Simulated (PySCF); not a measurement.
Species: C4H9ClO2Si2.
SMILES with atom numbers: `[CH2:1]=[CH:2][Si@:3]1([Cl:4])[O:5][CH2:6][CH2:7][SiH2:8][O:9]1`

Definitions: NICS(0) = −σiso at the ring centroid; NICS(1) = −σiso and NICS(1)zz = −σzz at ±1 Å along the ring normal z. Level: GIAO PBE0/pcSseg-1 (PySCF, non-relativistic, gas phase) on the GFN2-xTB geometry, one conformer.

Ring bond lengths (Å), with Mayer bond orders in brackets: Si3–O5 1.622 (1.02), O5–C6 1.411 (0.87), C6–C7 1.528 (1.04), C7–Si8 1.906 (0.89), Si8–O9 1.631 (0.92), O9–Si3 1.633 (0.95).

Problem. Give the NICS values of each ring in ppm.

Solution. 
| ring | type | NICS(0) | NICS(1), two faces | NICS(1)zz, two faces | rms pucker (Å) | centre to ring atoms, mean (Å) |
| --- | --- | --- | --- | --- | --- | --- |
| Si3–O5–C6–C7–Si8–O9 | 6-membered ring with 2 O and 2 Si; formal bonds all single | -1.8 | -0.5 / -1.4 | 3.3 / 2.7 | 0.20 | 1.58 |

Problem. What can be read from them?

Solution. 
- Si3–O5–C6–C7–Si8–O9: mean NICS(1)zz 3.0 ppm, deshielded. Si3, C6, C7, Si8 have four or more neighbours; no verdict on aromaticity is drawn.

Problem. At the second NICS(1) probe listed for ring Si3–O5–C6–C7–Si8–O9, 1 Å off the ring, how large is the induced field along the normal in 14.1 T applied along it?

Solution. NICSzz × B0 = 2.7 ppm × 14.1 T = 38 μT, along the applied field.

Problem. Give the inner angles of the rings and the Hirshfeld charges of the ring atoms.

Solution. 
- Si3–O5–C6–C7–Si8–O9: Si3 108.6° (+0.463 e), O5 126.2° (-0.233 e), C6 113.0° (+0.013 e), C7 110.5° (-0.170 e), Si8 105.4° (+0.411 e), O9 128.6° (-0.313 e); sum 692.2° against 720° for a flat convex ring.
